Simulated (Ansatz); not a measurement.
Program: Ansatz. Geometries: PBE0-D4/def2-TZVP. ΔE: electronic, gas phase. CBS: MP2 limit from def2 TZ/QZ plus the TZ coupled-cluster correction, frozen cores. For Br, Ge outer-core shells are correlated without core-valence functions, which leaves a few kJ/mol of doubt a bond. Scalar relativity is left out up to krypton. One conformer a species, not always the lowest.

Consider the redistribution: `COB(F)[SiH2]F` + `[GeH3][Br]` → `COB(F)Br` + `F[SiH2][GeH3]`.

```csv
species,MP2/def2-QZVPP energy (Eh)
`COB(F)[SiH2]F`,-629.69542
`[GeH3][Br]`,-4650.78098
`COB(F)Br`,-2812.73171
`F[SiH2][GeH3]`,-2467.75765
```

(1) Work out ΔE.

Largest T1 diagnostic among the species: 0.013.

Answers

(1) ΔE = (-2812.73171) + (-2467.75765) − (-629.69542) − (-4650.78098) = -0.01296 Eh = -34.0 kJ/mol. CCSD(T)/CBS gives -31.6 kJ/mol.

In def2-TZVPP, CCSD(T) changes the Hartree–Fock value by −15.6 kJ/mol (the triples alone add −1.5 kJ/mol) and MP2 by −19.0 kJ/mol.
